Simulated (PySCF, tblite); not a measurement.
Isomers of C6H13OP, one GFN2-xTB conformer each. Single-point energies are computed at PBE0/pcSseg-1 (PySCF, gas phase, no added dispersion term), electronic only.

Question: Rank them by PBE0/pcSseg-1 energy, lowest first (kcal/mol).
A. `[CH3:1][CH2:2][C@@H:3]1[C@H:4]([CH3:5])[P@@:6]1([CH3:7])=[O:8]` with C1–C2–C3–C4 161°
B. `[CH2:1]=[CH:2][P@:3]([CH3:4])(=[O:5])[CH2:6][CH2:7][CH3:8]` with C1–C2–P3–C4 127°, C2–P3–C6–C7 180°, P3–C6–C7–C8 -172°
C. `[CH3:1][CH:2]([CH3:3])[P:4]1(=[O:5])[CH2:6][CH2:7][CH2:8]1` with C1–C2–P4–O5 -60°, C2–P4–C6–C7 -92°, P4–C6–C7–C8 -17°, C6–C7–C8–P4 17°, C2–P4–C8–C7 92°
D. `[OH:1][CH2:2][PH:3][CH:4]1[CH2:5][CH2:6][CH2:7][CH2:8]1` with H–O1–C2–P3 -60°, O1–C2–P3–C4 -75°, C2–P3–C4–C5 -165°, P3–C4–C5–C6 -160°, C4–C5–C6–C7 42°, C5–C6–C7–C8 -29°, C6–C7–C8–C4 6°

Answer: C (0.0), B (3.9), A (15.8), D (18.6).

As drawn, the lowest has a four-membered ring and a P=O bond, which the highest lacks; the highest has an O–H bond, which the lowest lacks. GFN2-xTB itself gives, in the same order: 0.0, 14.9, 22.6, 31.3. Both levels put the same isomer lowest; measured from each level's own lowest isomer, the values differ by up to 12.7 kcal/mol (OCPC1CCCC1: 31.3 against 18.6).

Q: Which frontier levels, dipoles and rotational constants go with these structures?

A: 
| SMILES | HOMO (eV, PBE0/pcSseg-1) | LUMO (eV) | dipole (D) | A, B, C (MHz) |
| --- | --- | --- | --- | --- |
| CC(C)P1(=O)CCC1 | -7.35 | 0.87 | 3.87 | 2553, 1302, 1298 |
| C=C[P@](C)(=O)CCC | -7.48 | -0.46 | 3.66 | 2862, 959.2, 892.9 |
| CC[C@@H]1[C@H](C)[P@@]1(C)=O | -6.62 | 0.74 | 4.31 | 1927, 1415, 1118 |
| OCPC1CCCC1 | -6.96 | 0.64 | 0.73 | 3248, 1012, 839.7 |

Q: What happens when harmonic zero-point energies from GFN2-xTB frequencies are added?

A: 
| SMILES | ZPE (kcal/mol) | electronic (kcal/mol) | with ZPE (kcal/mol) |
| --- | --- | --- | --- |
| CC(C)P1(=O)CCC1 | 112.4 | 0.0 | 0.0 |
| C=C[P@](C)(=O)CCC | 110.3 | 3.9 | 1.7 |
| CC[C@@H]1[C@H](C)[P@@]1(C)=O | 111.5 | 15.8 | 14.9 |
| OCPC1CCCC1 | 112.4 | 18.6 | 18.6 |

The zero-point energies span 2.1 kcal/mol. The order is unchanged.
